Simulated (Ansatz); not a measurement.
(LiF)4 ring (Li₄F₄), relaxed as a singlet with RKS PBE-D4/def2-SVP in Ansatz, starting from the GFN2-xTB geometry. Force threshold 0.02 eV/Å.

Another isomer (singlet) lies 0.38 eV lower at PBE0-D4/def2-TZVP; other spin states weren't run for this one.

Start:

Cartesian coordinates in Å:
```
F -0.3484 -1.6104 1.4549
F 1.4976 0.9128 1.3419
F 0.3491 1.6096 -1.4549
F -1.4988 -0.9128 -1.3416
Li -1.2790 -1.7380 0.0837
Li 0.7854 -0.4806 1.8998
Li 1.2696 1.7472 -0.0776
Li -0.7755 0.4722 -1.9061
```

Problem. Estimate the energy that the relaxation releases and the steps that it takes.

Solution. 3.2 kJ/mol, in 4 steps; 4.9 s on 2 threads of Intel Xeon 6975P-C on a shared host. No frequencies were taken in this run, so the end may be a saddle point.

Problem. Does the start keep its bonding and symmetry?

Solution. By distances, no bond broke or formed. The bond that changes most is F1–Li6, from 1.66 to 1.69 Å (atoms count from 1). Point group C2h at the start, D4h at the end, both within 0.05 Å.

Problem. Predict the relaxed structure.

Solution. 
Cartesian coordinates in Å:
```
F -0.3516 -1.6456 1.4953
F 1.5271 0.9252 1.3743
F 0.3516 1.6456 -1.4953
F -1.5271 -0.9252 -1.3743
Li -1.2682 -1.7346 0.0825
Li 0.7924 -0.4863 1.9333
Li 1.2670 1.7354 -0.0818
Li -0.7912 0.4854 -1.9340
```
Bond lengths (bridged metal pairs left out): 8 × F–Li 1.69 Å.
